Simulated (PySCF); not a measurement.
Isomers of C7H6ClF, mass 144.014 u with the commonest isotopes. The calculation used PBE0/def2-SVPD in PySCF (dipole) on a GFN2-xTB geometry, gas phase. One conformer each, none proved a minimum here; rigid rotors.

Question: Order these by radius of gyration √(Σ m r²/M), largest first.
A. `FC1=C[C@@H]2C[C@H]1C=C2Cl`
B. 2-chloro-4-fluorotoluene (`Cc1ccc(F)cc1Cl`)
C. `C1C=CC2([C@](F)(C2)Cl)C=1`

Answer: B (2.199 Å), A (2.093 Å), C (2.042 Å).

Question: Order these by out-of-plane moment Σ m c² = (Ia + Ib − Ic)/2, smallest first.
A. `CC1=C(Cl)C=C(F)C=C1` (2-chloro-4-fluorotoluene)
B. `FC1=C[C@@H]2C[C@H]1C=C2Cl`
C. `C1C2([C@](Cl)(F)C2)C=CC=1`

Answer: A (1.55 u·Å²), C (53.56 u·Å²), B (75.33 u·Å²).

Question: Order these by rotational constant B, largest first.
A. `F[C@]1(C2(C=CC=C2)C1)Cl`
B. 2-chloro-4-fluorotoluene (`Cc1ccc(F)cc1Cl`)
C. `FC1=C[C@@H]2C[C@H]1C=C2Cl`

Answer: A (1098 MHz), B (1052 MHz), C (938.5 MHz).

```csv
SMILES,point group,Ia (u·Å²),Ib (u·Å²),Ic (u·Å²),κ,μa (D),μb (D),μc (D)
FC1=C[C@@H]2C[C@H]1C=C2Cl,C1,167.51,538.50,555.35,-0.97,0.26,1.51,0.07
Cc1ccc(F)cc1Cl,Cs,217.75,480.30,694.93,-0.59,0.46,1.84,0.00
F[C@]1(Cl)CC12C=CC=C2,C1,193.79,460.22,546.90,-0.79,1.23,0.06,1.55
```
